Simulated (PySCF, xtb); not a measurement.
C5H3N3, SMILES C(#N)c1ncccn1.

GFN2-xTB run with xtb at its own geometry gives an orbital gap of 2.28 eV and a dipole moment of 5.60 D.

Geometry: B3LYP-D3(BJ)/def2-SVP.

Q: What does PBE/def2-TZVP (PySCF) give? (The exact figures need the calculation; the answer reports its results.)

A: gap 3.35 eV (levels -6.59 and -3.25 eV), dipole 6.17 D.
